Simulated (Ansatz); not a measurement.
Frontier orbitals of AlF3H3N, SMILES `[NH3+][Al-]([F])([F])[F]`.

Total charge 0; spin multiplicity 1. The structure was optimised at the PBE0-D4/def2-TZVP level. It is one conformer, not always the lowest. Basis def2-TZVPP, Ansatz.

Orbital energies of one run (eV). Highest occupied ones, from the top: -8.87, -9.27, -9.27, -9.35, -9.55, -9.55, -10.42, -10.42, -10.86, -12.28, -14.76, -14.76, -25.89, -30.41. Empty: -1.09, 0.86, 1.17, 1.17, 2.10, 2.10.

(1) Which functional gave them?
A. r2SCAN0
B. r2SCANh
C. B97M-V
D. BLYP

## Answers

(1) C. HOMO energies: B97M-V -8.87, r2SCAN0 -10.72, BLYP -8.22, r2SCANh -9.54 eV.
